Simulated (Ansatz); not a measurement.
Consider the silylene formation by 1,1-elimination: `C[SiH2]CCl` → `CCl` + `C[SiH]`.

Calculated with Ansatz (gas phase, PBE0-D4/def2-TZVP geometries, no zero-point term in ΔE). CCSD(T)/CBS is the MP2 limit (def2-TZVPP, def2-QZVPP) plus CCSD(T) − MP2 in def2-TZVPP, frozen cores. This one scheme is used for every species. DFT in def2-TZVPP. One conformer a species, not always the lowest.

```
     species  revPBE energy (Eh)
`C[SiH2]CCl`          -830.00939
       `CCl`          -500.04356
    `C[SiH]`          -329.88886
```

(1) Work out ΔE.

(2) What do rigid-rotor, harmonic-oscillator terms from PBE0-D4/def2-TZVP frequencies (298.15 K, 1 bar) make of the CCSD(T)/CBS value? (Estimate.)

Largest T1 diagnostic among the species: 0.012.

## Answers

(1) ΔE = (-500.04356) + (-329.88886) − (-830.00939) = 0.07697 Eh = +2.09 eV. CCSD(T)/CBS gives +2.38 eV.

(2) Ansatz gave: ΔZPE = -0.07 eV, ΔH = +2.35 eV, ΔS = 160 J/(mol·K), ΔG = +1.85 eV.

From PBE to PBE0 (25 % exact exchange), in def2-TZVPP and without D4, ΔE moves by +0.11 eV. In def2-TZVPP, CCSD(T) changes the Hartree–Fock value by +0.16 eV (the triples alone add +0.04 eV) and MP2 by +0.36 eV.
